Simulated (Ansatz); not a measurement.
`CB(N)P` + H–F → `CB(N)F` + PH₃ at 400 K and 1 bar (cleavage of the B–P bond).

Gas-phase electronic energies from Ansatz, PBE0-D4/def2-TZVP geometries. CCSD(T)/CBS adds triple-zeta CCSD(T) − MP2 to the extrapolated MP2 energy (def2 sets, frozen cores). This one scheme is used for every species. Each species was taken in one conformer, which may not be the lowest.

```json
{"species": "`CB(N)P`", "CCSD(T)/CBS energy (Eh)": "-462.75677", "H − E (kJ/mol)": "257.1", "S (J/(mol·K))": "359.8"}
{"species": "H–F", "CCSD(T)/CBS energy (Eh)": "-100.39570", "H − E (kJ/mol)": "36.5", "S (J/(mol·K))": "182.2"}
{"species": "`CB(N)F`", "CCSD(T)/CBS energy (Eh)": "-220.47660", "H − E (kJ/mol)": "211.4", "S (J/(mol·K))": "322.7"}
{"species": "PH₃", "CCSD(T)/CBS energy (Eh)": "-342.72256", "H − E (kJ/mol)": "77.1", "S (J/(mol·K))": "221.7"}
```

H − E and S are ideal-gas, rigid-rotor, harmonic terms from PBE0-D4/def2-TZVP, for one conformer and one mirror image of each species. 1 Eh = 2625.50 kJ/mol, R = 8.31446 J/(mol·K).

By hand: ΔE, ΔH, ΔS and ΔG.

ΔE = (-220.47660) + (-342.72256) − (-462.75677) − (-100.39570) = -0.04669 Eh = -122.6 kJ/mol. Δ(H − E) = 211.4 + 77.1 − 257.1 − 36.5 = -5.1, so ΔH = -127.7 kJ/mol. ΔS = 322.7 + 221.7 − 359.8 − 182.2 = 2.4 J/(mol·K). ΔG = -127.7 − 400 × (2.4)/1000 = -128.7 kJ/mol.

By hand: the equilibrium constant, and the temperature at which ΔG would vanish if ΔH and ΔS stayed fixed.

log₁₀ K = −ΔG/(RT ln 10) = 16.8. ΔH and −TΔS have one sign here, so there is no such temperature. One of them is within its doubt of zero, so this could turn.

The number of gas molecules stays the same, so ΔS is small and ΔH decides. A doubt of 5 kJ/mol in ΔE shifts log₁₀ K by 0.7 here. Other conformers and mirror images would add mixing entropy, several J/(mol·K) or more a flexible species. These are equilibria of isolated gas molecules and say nothing of rates. Largest T1 diagnostic: 0.013 (customary marks: 0.02 for closed shells, 0.045 for open ones).
